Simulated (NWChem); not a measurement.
System: AlHSF2; SMILES [F][Al]([F])[SH]

```xyz
5

Al     0.0070     0.4780     0.0000
F     -1.3582     1.3983     0.0000
F      1.4771     1.2242     0.0000
S     -0.1435    -1.6907     0.0000
H      1.1969    -1.8708     0.0000
```
Atoms are numbered in this order, from 1.

Computed with NWChem. Pople sets run with spherical d functions. STO-3G and 3-21G are far too small for this property and stand as cheap habits. Structure relaxed at the B3LYP/6-31G* (spherical d) level. Field at 589 nm.

```tsv
level	isotropic polarisability (bohr³)	anisotropy (bohr³)
B3LYP/STO-3G	18.1	19.3
B3LYP/6-31G*	35.3	16.1
B3LYP/def2-SVP	33.4	15.4
B3LYP/def2-SVPD	45.6	12.7
B3LYP/aug-cc-pVDZ	45.3	(withheld)
```

Complete the blanks.


- B3LYP/aug-cc-pVDZ, anisotropy (bohr³): 13.7
